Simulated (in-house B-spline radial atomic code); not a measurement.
Whole-atom quantities along the 55-electron series, configuration [Kr] 4d10 4f7 5s2. Computed with an all-electron radial atomic-structure program (B-spline basis): non-relativistic Hartree-Fock, average of the configuration, point nuclei.

This level leaves out relativity, spin-orbit splitting included, which matters for heavy ions.

```tsv
ion	Z	E/Z² (Eh)	Σ<r²> (bohr²)	n(0)/Z³ (bohr⁻³)	Lamb diamagnetic shielding (ppm)	repulsion over attraction
Dy11+	66	-2.6645	15.034	0.71292	7308.6	0.14579
Ho12+	67	-2.6781	14.04	0.7134	7445.5	0.14443
Er13+	68	-2.6915	13.159	0.71388	7582.26	0.14307
```
